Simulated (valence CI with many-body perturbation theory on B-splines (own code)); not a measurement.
## Level structure of Eu47+

Computed by configuration interaction combined with many-body perturbation theory (CI+MBPT): six valence electrons over a frozen Dirac-Fock core [Ne], radial functions for each j: 9 s, 9 p, 8 d, 6 f, 3 g, 1 h, with the one-electron correlation potential Σ1, the two-electron term Σ2, the three-electron term Σ3, Breit, model QED; selected CI, second order for the rest, scaled by the run's own slope (own B-spline code, finite nucleus).

The last digits are not significant, and no measured levels were compared; by estimate large intervals hold to a few tenths of a per cent, small ones and those within an open d or f shell to about a per cent. Among the levels kept, up to 1100 cm⁻¹ of a level comes from second order outside the variational space, and about a tenth of that is noise between levels of different J, which matters for small intervals.

Levels 1 to 40 of 40, with energies above the lowest level, (3s^2 3p1/2^2 3p3/2^2) J=2. "Leading %" is the weight of the configuration and term that name the level; weights of strongly mixed levels are sums over their largest components and can fall short, so below about 35 % the name and the second component can differ from the true leading terms, or belong to a minority configuration. In the jj column 3d3/2^4 stands for four electrons in 3d with j = 3/2. Lifetimes count E1, E2, E3, M1 and M2 decay at the calculated energies, and are blank where another channel may lead or the interval is too uncertain; long ones can be off by a factor of two.

| No. | Configuration | Term | J | E (eV) | Leading % | g | Lifetime | Leading jj |
| --- | --- | --- | --- | --- | --- | --- | --- | --- |
| 1 | 3s2 3p4 | 3P | 2 | 0.00 | 69 | 1.341 |  | 3s^2 3p1/2^2 3p3/2^2 (99 %) |
| 2 | 3s2 3p4 | 1S | 0 | 15.87 | 61 |  | 102 ms | 3s^2 3p1/2^2 3p3/2^2 (98 %) |
| 3 | 3s2 3p4 | 3P | 1 | 159.53 | 98 | 1.493 | 22.9 ns | 3s^2 3p1/2 3p3/2^3 (98 %) |
| 4 | 3s2 3p4 | 1D | 2 | 167.67 | 69 | 1.141 | 47.1 ns | 3s^2 3p1/2 3p3/2^3 (98 %) |
| 5 | 3s2 3p3 3d | 3D° | 2 | 190.29 | 30 | 1.047 | 219 ps | 3s^2 3p1/2^2 3p3/2 3d3/2 (98 %) |
| 6 | 3s2 3p3 3d | 3D° | 1 | 196.30 | 29 | 1.140 | 108 ps | 3s^2 3p1/2^2 3p3/2 3d3/2 (97 %) |
| 7 | 3s2 3p3 3d | 3P° | 0 | 197.05 | 58 |  | 475 ns | 3s^2 3p1/2^2 3p3/2 3d3/2 (98 %) |
| 8 | 3s2 3p3 3d | 3F° | 3 | 197.25 | 28 | 1.117 | 5.69 ns | 3s^2 3p1/2^2 3p3/2 3d3/2 (94 %) |
| 9 | 3s2 3p3 3d | 3F° | 4 | 231.36 | 48 | 1.265 | 3.81 μs | 3s^2 3p1/2^2 3p3/2 3d5/2 (98 %) |
| 10 | 3s2 3p3 3d | 3P° | 2 | 233.89 | 33 | 1.266 | 24.4 ps | 3s^2 3p1/2^2 3p3/2 3d5/2 (92 %) |
| 11 | 3s2 3p3 3d | 3D° | 3 | 251.73 | 36 | 1.179 | 4.15 ps | 3s^2 3p1/2^2 3p3/2 3d5/2 (91 %) |
| 12 | 3s2 3p3 3d | 3D° | 1 | 259.99 | 36 | 1.043 | 6.64 ps | 3s^2 3p1/2^2 3p3/2 3d5/2 (94 %) |
| 13 | 3s 3p5 | 3P° | 2 | 304.46 | 80 | 1.463 | 3.44 ps | 3s 3p1/2^2 3p3/2^3 (80 %) |
| 14 | 3s 3p5 | 1P° | 1 | 321.47 | 36 | 1.179 | 2.70 ps | 3s 3p1/2^2 3p3/2^3 (64 %) |
| 15 | 3s2 3p4 | 3P | 0 | 333.25 | 61 |  | 8.87 ns | 3s^2 3p3/2^4 (97 %) |
| 16 | 3s2 3p3 3d | 3F° | 2 | 342.52 | 45 | 1.025 | 160 ps | 3s^2 3p1/2 3p3/2^2 3d3/2 (97 %) |
| 17 | 3s2 3p3 3d | 5D° | 0 | 343.29 | 50 |  | 178 ps | 3s^2 3p1/2 3p3/2^2 3d3/2 (96 %) |
| 18 | 3s2 3p3 3d | 3D° | 1 | 343.95 | 49 | 0.959 | 10.9 ps | 3s^2 3p1/2 3p3/2^2 3d3/2 (90 %) |
| 19 | 3s2 3p3 3d | 3F° | 3 | 348.93 | 33 | 1.089 | 70.1 ps | 3s^2 3p1/2 3p3/2^2 3d3/2 (95 %) |
| 20 | 3s2 3p3 3d | 3G° | 4 | 356.54 | 50 | 1.053 | 160 ns | 3s^2 3p1/2 3p3/2^2 3d3/2 (98 %) |
| 21 | 3s2 3p3 3d | 3F° | 2 | 366.47 | 60 | 0.840 | 9.84 ps | 3s^2 3p1/2 3p3/2^2 3d3/2 (94 %) |
| 22 | 3s2 3p3 3d | 3D° | 3 | 377.48 | 57 | 1.322 | 1.59 ps | 3s^2 3p1/2 3p3/2^2 3d3/2 (51 %) |
| 23 | 3s2 3p3 3d | 5D° | 4 | 380.83 | 51 | 1.288 | 29.4 ns | 3s^2 3p1/2 3p3/2^2 3d5/2 (98 %) |
| 24 | 3s2 3p3 3d | 3D° | 3 | 381.65 | 44 | 1.173 | 1.98 ps | 3s^2 3p1/2 3p3/2^2 3d5/2 (55 %) |
| 25 | 3s2 3p3 3d | 3P° | 2 | 383.35 | 33 | 1.262 | 689 fs | 3s^2 3p1/2 3p3/2^2 3d3/2 (85 %) |
| 26 | 3s2 3p3 3d | 3S° | 1 | 385.73 | 38 | 1.385 | 718 fs | 3s^2 3p1/2 3p3/2^2 3d3/2 (68 %) |
| 27 | 3s2 3p2 3d2 | 3F | 2 | 388.08 | 38 | 0.737 | 68.6 ps | 3s^2 3p1/2^2 3d3/2^2 (96 %) |
| 28 | 3s2 3p3 3d | 3F° | 4 | 390.84 | 71 | 1.178 | 146 ns | 3s^2 3p1/2 3p3/2^2 3d5/2 (98 %) |
| 29 | 3s2 3p3 3d | 3P° | 1 | 391.58 | 42 | 1.138 | 3.05 ps | 3s^2 3p1/2 3p3/2^2 3d5/2 (75 %) |
| 30 | 3s2 3p3 3d | 3P° | 0 | 392.54 | 46 |  | 55.4 ps | 3s^2 3p1/2 3p3/2^2 3d5/2 (91 %) |
| 31 | 3s2 3p3 3d | 3G° | 5 | 393.72 | 99 | 1.191 | 146 ns | 3s^2 3p1/2 3p3/2^2 3d5/2 (99 %) |
| 32 | 3s2 3p3 3d | 1P° | 1 | 398.23 | 38 | 0.904 | 627 fs | 3s^2 3p1/2 3p3/2^2 3d3/2 (81 %) |
| 33 | 3s2 3p2 3d2 | 3P | 0 | 406.20 | 56 |  | 50.1 ps | 3s^2 3p1/2^2 3d3/2^2 (94 %) |
| 34 | 3s2 3p3 3d | 3D° | 2 | 408.23 | 49 | 1.265 | 84.4 ps | 3s^2 3p1/2 3p3/2^2 3d5/2 (98 %) |
| 35 | 3s2 3p3 3d | 3F° | 3 | 414.12 | 35 | 1.122 | 504 ps | 3s^2 3p1/2 3p3/2^2 3d5/2 (98 %) |
| 36 | 3s2 3p3 3d | 3D° | 2 | 416.77 | 43 | 1.086 | 3.43 ps | 3s^2 3p1/2 3p3/2^2 3d5/2 (92 %) |
| 37 | 3s2 3p3 3d | 1P° | 1 | 420.73 | 31 | 1.221 | 2.16 ps | 3s^2 3p1/2 3p3/2^2 3d5/2 (86 %) |
| 38 | 3s2 3p3 3d | 1F° | 3 | 423.43 | 47 | 1.069 | 2.95 ps | 3s^2 3p1/2 3p3/2^2 3d5/2 (89 %) |
| 39 | 3s2 3p3 3d | 3P° | 2 | 428.77 | 40 | 1.222 | 1.69 ps | 3s^2 3p1/2 3p3/2^2 3d5/2 (90 %) |
| 40 | 3s2 3p2 3d2 | 3F | 3 | 430.41 | 29 | 1.089 | 11.1 ps | 3s^2 3p1/2^2 3d3/2 3d5/2 (92 %) |

The ionisation energy to 3s2 3p3 2P°_3/2 of the next ion comes out as 4032.4 eV (NIST: 4031 ± 4 eV (theoretical)). All 40 levels together are meant to be complete up to 433.43 eV.
